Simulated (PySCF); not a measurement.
SMILES OCCO[SiH3] (C2H8O2Si), singlet, GFN2-xTB optimised geometry.

```
13

O      0.93    -0.72     0.00
C     -0.48    -0.72     0.00
C     -0.92     0.74     0.00
O     -0.57     1.38    -1.17
Si     0.85     1.29    -1.98
H      1.26    -1.59    -0.25
H     -0.87    -1.23     0.89
H     -0.87    -1.21    -0.90
H     -0.44     1.24     0.85
H     -2.01     0.80     0.11
H      1.03     0.01    -2.66
H      2.01     1.59    -1.14
H      0.56     2.34    -2.95
```

Density from B3LYP/def2-TZVP run with PySCF at that geometry.

Minimum of the electron density along straight lines between bonded atoms, close to the bond critical point (lines longer than 1.1 times the sum of covalent radii, or with two minima, are not listed):

```tsv
bond	length / Å	ρ at the minimum / e bohr⁻³	∇²ρ there / e bohr⁻⁵	position (fraction from the first atom)
O1–C2	1.407	0.265	-0.59	0.65
C2–C3	1.525	0.260	-0.69	0.51
C3–O4	1.385	0.273	-0.56	0.35
O4–Si5	1.626	0.141	0.91	0.59
O1–H6	0.962	0.362	-2.44	0.80
C2–H7	1.098	0.283	-0.99	0.64
C2–H8	1.097	0.284	-1.00	0.64
C3–H9	1.097	0.285	-1.01	0.65
C3–H10	1.095	0.286	-1.02	0.65
Si5–H11	1.468	0.126	0.17	0.49
Si5–H12	1.460	0.128	0.17	0.49
Si5–H13	1.459	0.128	0.18	0.49
```
